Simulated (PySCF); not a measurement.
Si(AsH2)2(F)(H) (As₂FH₅Si), SMILES F[SiH]([AsH2])[AsH2]. Atoms are numbered in the order given.

```xyz
9

Si     0.3661    -0.8002     0.2178
F      0.7690    -1.8006    -1.0286
As    -1.9920    -0.4493     0.1479
As     1.5977     1.2198    -0.0794
H      0.6914    -1.5321     1.4935
H     -1.8646     0.4473     1.3973
H     -1.8324     0.7653    -0.7879
H      1.1024     1.6914     1.3031
H      2.8687     0.6066     0.5431
```
Charge 0, spin multiplicity 1.

The structure is a stationary point at PBE-D3(BJ)/def2-SVP.

Method: PBE/def2-TZVP (PySCF).

The molecule is in vacuum.

```
Property                                                                                                         Value
---------------------------------------------------------------------------------------------  -----------------------
total energy                                                                                       -4863.29804 hartree
highest occupied level                                                                                        -6.40 eV
lowest empty level                                                                                            -1.40 eV
orbital gap                                                                                                    5.00 eV
dipole moment                                                                                                   1.51 D
quadrupole, principal values (traceless, Buckingham form, about the centre of nuclear charge)    -3.10, 0.03, 3.07 D·Å
mean static polarisability                                                                       94.5 bohr³ (14.00 Å³)
polarisability, principal values                                                               75.7, 86.4, 121.4 bohr³
```
